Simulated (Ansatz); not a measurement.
Reaction (isomerisation): `CB[SiH2]C` → `B[SiH](C)C`

Program: Ansatz. Geometries: PBE0-D4/def2-TZVP. ΔE: electronic, gas phase. CBS: MP2 limit from def2 TZ/QZ plus the TZ coupled-cluster correction, frozen cores. DFT in def2-TZVPP. One conformer a species, not always the lowest.

`CB[SiH2]C`:

Z-matrix (Å, degrees):
```
C
B 1 1.552
H 1 1.093 2 114.5
H 1 1.091 2 116.4 3 130.5
H 1 1.105 2 103.1 3 -113.5
Si 2 2.018 1 124.7 3 -150.2
H 2 1.202 1 117.9 3 33.1
C 6 1.879 2 114.9 1 1.1
H 6 1.496 2 107.7 1 123.2
H 6 1.495 2 109.0 1 -122.1
H 8 1.092 6 111.3 2 179.3
H 8 1.093 6 110.9 2 -60.5
H 8 1.093 6 110.8 2 59.2
```

`B[SiH](C)C`:

```xyz
13

B    -1.286    0.091    1.597
Si    0.159   -0.296    0.257
C    -0.484   -0.972   -1.374
C     1.317    1.153   -0.044
H    -1.130    0.886    2.480
H    -2.323   -0.511    1.599
H     0.935   -1.384    0.945
H    -1.074   -0.219   -1.903
H     0.339   -1.271   -2.027
H    -1.122   -1.843   -1.210
H     1.730    1.523    0.897
H     0.790    1.980   -0.527
H     2.149    0.863   -0.690
```

(1) Is it downhill or uphill in electronic energy at CCSD(T)/CBS, and by how much? (An estimate is asked.)

(2) What do these levels give: r2SCAN-D4, MP2/def2-TZVPP, SCS-MP2/def2-TZVPP, CCSD(T)/def2-TZVPP, MP2/def2-QZVPP, CCSD/CBS(def2)? (Estimate.)

Largest T1 diagnostic among the species: 0.011.

Answers

(1) Computed: Uphill: ΔE = +0.12 eV.

(2) Computed: r2SCAN-D4 0.17, MP2/def2-TZVPP 0.11, SCS-MP2/def2-TZVPP 0.11, CCSD(T)/def2-TZVPP 0.12, MP2/def2-QZVPP 0.11, CCSD/CBS(def2) 0.12 eV.
